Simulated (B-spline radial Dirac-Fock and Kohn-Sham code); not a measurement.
Dipole and non-dipole photoemission parameters of Cu⁺ 2p1/2

System: copper as Cu⁺, [Ar] 3d10; threshold 966.8 eV (orbital energy of the model). Level of theory: Dirac-Hartree-Slater photoionisation with a Latter tail; cross sections with all multipoles, angular parameters from the dipole term and its interference with E2; a radial B-spline solver.

For linearly polarised light dσ/dΩ = σ/(4π) [1 + β P₂(cos θ) + (δ + γ cos²θ) sin θ cos φ], with θ from the polarisation vector and φ the angle between the beam and the projection of the electron momentum on the plane normal to the polarisation.

| hν (eV) | σ (kb) | β | γ | δ |
| --- | --- | --- | --- | --- |
| 1000 | 324 | 0.736 | -0.103 | 0.013 |
| 1720 | 80.4 | 1.447 | 0.204 | 0.025 |
| 2040 | 50.4 | 1.445 | 0.351 | 0.030 |
| 2130 | 44.6 | 1.441 | 0.387 | 0.032 |
| 2860 | 19.1 | 1.380 | 0.632 | 0.045 |
| 3530 | 10.2 | 1.314 | 0.798 | 0.058 |
| 3890 | 7.63 | 1.280 | 0.873 | 0.066 |
| 4230 | ? | ? | ? | ? |
| 4770 | 4.06 | 1.198 | 1.023 | 0.084 |
| 5414.7 | 2.72 | 1.144 | 1.109 | 0.097 |
| 5700 | 2.31 | 1.121 | 1.143 | 0.103 |
| 7910 | 0.800 | 0.969 | 1.349 | 0.149 |
| 8047.8 | 0.756 | 0.961 | 1.359 | 0.152 |
| 11900 | 0.203 | 0.778 | 1.572 | 0.227 |
| 12000 | 0.198 | 0.774 | 1.576 | 0.228 |
| 12300 | 0.182 | 0.763 | 1.589 | 0.234 |
| 12900 | 0.154 | 0.741 | 1.613 | 0.245 |

Q: Give the values at 4230 eV.

A: σ = 5.90 kb, β = 1.247, γ = 0.936, δ = 0.073.

Values without a named source are computed, but for edge energies of neutral atoms, which are taken from tables.
